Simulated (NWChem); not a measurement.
The numbers come from NWChem runs, not from measurements. System: H$_{2}$BrNPb, charge 0, spin multiplicity 1, at a geometry optimised with B3LYP/def2-SVP with def2 effective core potentials on Pb. The structure started from a generated list of species. Level: PBE/def2-TZVP with def2 effective core potentials on Pb.

Job file:

```
start mol
memory heap 200 mb stack 800 mb global 1000 mb
geometry units angstroms nocenter noautoz
  Pb    -0.586638    -0.468697     0.000000
  Br     1.098084     1.616499     0.000000
  N      0.979390    -1.930907     0.000000
  H      1.968521    -1.687250     0.000000
  H      0.847135    -2.940714     0.000000
  symmetry group Cs
end
basis spherical
  * library def2-tzvp
end
ecp
  Pb library def2-ecp
end
dft
  xc xpbe96 cpbe96
  semidirect memsize 60000000 filesize 0
  iterations 100
end
task dft energy
```

Part of the output:

```
             Northwest Computational Chemistry Package (NWChem) 7.3.0
             --------------------------------------------------------

                                NWChem Input Module
                                -------------------

 Scaling coordinates for geometry "geometry" by  1.889725989
 (inverse scale =  0.529177249)

 Turning off AUTOSYM since
 SYMMETRY directive was detected!

                             Geometry "geometry" -> ""
                             -------------------------

 Output coordinates in angstroms (scale by  1.889725989 to convert to a.u.)

  No.       Tag          Charge          X              Y              Z
 ---- ---------------- ---------- -------------- -------------- --------------
    1 Pb                  82.0000    -0.58663800    -0.46869700     0.00000000
    2 Br                  35.0000     1.09808400     1.61649900     0.00000000
    3 N                    7.0000     0.97939000    -1.93090700     0.00000000
    4 H                    1.0000     1.96852100    -1.68725000     0.00000000
    5 H                    1.0000     0.84713500    -2.94071400     0.00000000

 Effective nuclear repulsion energy (a.u.)     792.4150176236

            Nuclear Dipole moment (a.u.)
            ----------------------------
        X                 Y               Z
 ---------------- ---------------- ----------------
     0.0000188973    -0.0000037795     0.0000000000

      Symmetry information
      --------------------

 Group name             Cs
 Group number              2
 Group order               2
 No. of unique centers     5

      Symmetry unique atoms

     1    2    3    4    5


 Summary of "ao basis" -> "" (spherical)
 ------------------------------------------------------------------------------
       Tag                 Description            Shells   Functions and Types
 ---------------- ------------------------------  ------  ---------------------
 *                         def2-tzvp                  on all atoms

 Summary of "ao basis" -> "ao basis" (spherical)
 ------------------------------------------------------------------------------
[...]
              MO Center=  9.1D-01, -1.1D+00,  3.0D-14, r^2= 3.4D+00
   Bfn.  Coefficient  Atom+Function         Bfn.  Coefficient  Atom+Function
  ----- ------------  ---------------      ----- ------------  ---------------
   106      0.366876  3 N  pz               112      0.315799  3 N  pz
   109      0.312153  3 N  pz                68     -0.232829  2 Br pz
    71     -0.168493  2 Br pz                62      0.165953  2 Br pz
    65     -0.152911  2 Br pz                12     -0.108446  1 Pb pz
    15      0.094637  1 Pb pz                18      0.090203  1 Pb pz

 Vector   34  Occ=0.000000D+00  E=-1.075547D-01  Symmetry=a"
              MO Center= -4.3D-01, -5.2D-01,  7.3D-15, r^2= 4.1D+00
   Bfn.  Coefficient  Atom+Function         Bfn.  Coefficient  Atom+Function
  ----- ------------  ---------------      ----- ------------  ---------------
    18      0.544264  1 Pb pz                12     -0.390087  1 Pb pz
    15      0.317879  1 Pb pz                21      0.311296  1 Pb pz
   112     -0.216359  3 N  pz               106     -0.186629  3 N  pz
   109     -0.150596  3 N  pz                71     -0.143875  2 Br pz
    68     -0.120742  2 Br pz                62      0.092558  2 Br pz

 Vector   35  Occ=0.000000D+00  E=-6.006217D-02  Symmetry=a'
              MO Center= -5.1D-01, -3.6D-01, -3.4D-15, r^2= 5.9D+00
   Bfn.  Coefficient  Atom+Function         Bfn.  Coefficient  Atom+Function
  ----- ------------  ---------------      ----- ------------  ---------------
    20      0.446691  1 Pb py                17      0.342224  1 Pb py
    19      0.310396  1 Pb px                 5      0.299962  1 Pb s
    11     -0.297568  1 Pb py                56     -0.278035  2 Br s
    14      0.261430  1 Pb py                16      0.209840  1 Pb px
   132     -0.210445  4 H  s                 70      0.189066  2 Br py

 Vector   36  Occ=0.000000D+00  E=-3.153701D-02  Symmetry=a'
              MO Center= -3.9D-01, -7.5D-01, -1.0D-14, r^2= 7.2D+00
   Bfn.  Coefficient  Atom+Function         Bfn.  Coefficient  Atom+Function
  ----- ------------  ---------------      ----- ------------  ---------------
   103      0.882102  3 N  s                 19     -0.594790  1 Pb px
    20      0.409063  1 Pb py               138     -0.383985  5 H  s
    16     -0.331765  1 Pb px                 6     -0.278325  1 Pb s
     5     -0.248824  1 Pb s                 10      0.219877  1 Pb px
    13     -0.188543  1 Pb px               101      0.189067  3 N  s

 center of mass
 --------------
 x =  -0.11005744 y =   0.00002568 z =   0.00000000

 moments of inertia (a.u.)
 ------------------
        1136.700513430658        -595.300173032530           0.000000000000
        -595.300173032530         660.525307864941           0.000000000000
           0.000000000000           0.000000000000        1797.225821295599

     Multipole analysis of the density
     ---------------------------------

     L   x y z        total         alpha         beta         nuclear
     -   - - -        -----         -----         ----         -------
     0   0 0 0     -0.000000    -33.000000    -33.000000     66.000000

     1   1 0 0     -0.958599    -33.736861    -33.736861     66.515123
     1   0 1 0     -1.298719    -27.220625    -27.220625     53.142530
     1   0 0 1     -0.000000     -0.000000     -0.000000      0.000000

     2   2 0 0    -38.097855   -128.110863   -128.110863    218.123871
     2   1 1 0     -1.471231    -88.450746    -88.450746    175.430261
     2   1 0 1      0.000000      0.000000      0.000000      0.000000
     2   0 2 0    -39.376859   -258.742137   -258.742137    478.107414
     2   0 1 1      0.000000      0.000000      0.000000      0.000000
     2   0 0 2    -39.028886    -19.514443    -19.514443      0.000000

 Task  times  cpu:       35.3s     wall:       35.3s

 Total times  cpu:       35.4s     wall:       35.4s
```
